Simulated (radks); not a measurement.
Species: Er III. Configuration: [Kr] 4d10 4f12 5s1 5p6 5f1 (not the ground configuration). All-electron calculation, scalar-relativistic Kohn-Sham, RPBE, spin-polarised, spherical densities, point nucleus; open shells are filled with parallel spins first (spin-orbit coupling, left out, can overturn this in heavy ions). Program: a radial shooting solver on a logarithmic mesh with Libxc functionals. Some entries of the table are withheld. Estimate them.

orbital,occ.,eigenvalue (hartree),<r> (bohr),<1/r> (bohr^-1)
1s up,1,-2109.581,0.02037,77.59
1s down,1,-2109.576,0.02037,77.59
2s up,1,-355.1520,0.08645,18.06
2s down,1,-355.1487,0.08645,18.06
2p up,3,-314.1692,0.07672,16.67
2p down,3,-314.1660,0.07672,16.67
3s up,1,-80.27430,0.2253,6.659
3s down,1,-80.24046,0.2253,6.661
3p up,3,-67.81075,0.2245,6.220
3p down,3,-67.77680,0.2244,6.222
3d up,5,-52.22947,0.2038,5.895
3d down,5,-52.20309,0.2037,5.897
4s up,1,-16.58624,0.5083,2.809
4s down,1,-16.51543,0.5083,2.809
4p up,3,-12.49148,0.5394,2.569
4p down,3,-12.42100,0.5393,2.569
4d up,5,-7.01075,0.5844,2.267
4d down,5,-6.93856,0.5841,2.268
5s up,1,(1),1.233,1.074
5s down,0,(2),1.240,1.067
5p up,3,(3),1.436,0.9068
5p down,3,(4),1.451,0.8961
4f up,7,-1.04148,0.7890,1.674
4f down,5,-0.96700,0.7967,1.667
5f up,1,-0.23830,5.698,0.2062

Answer. 
(1) 5s up eigenvalue (hartree): -2.82344
(2) 5s down eigenvalue (hartree): -2.75186
(3) 5p up eigenvalue (hartree): -1.85067
(4) 5p down eigenvalue (hartree): -1.79217
